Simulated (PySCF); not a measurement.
Vertical excitations of a molecule C3H6F2Si from PySCF with TDDFT-CAM-B3LYP/def2-SVPD, as energy in eV (oscillator strength): 6.82 (0.341), 6.83 (0.133), 7.25 (0.000), 7.57 (0.002), 8.17 (0.008), 8.30 (0.000), 8.42 (0.015), 8.53 (0.007), 8.58 (0.009), 8.77 (0.046). Lowest triplet (TDA): 4.16 eV. The structure is a stationary point at PBE0-D3(BJ)/def2-SVP. One conformer was computed; it need not be the lowest.

Q: Which structure fits?
A. C=CC(F)(F)[SiH3]
B. C=C([SiH3])C(F)F
C. C/C(F)=C/[SiH2]F
D. F[SiH](F)C1CC1

A: C, C/C(F)=C/[SiH2]F
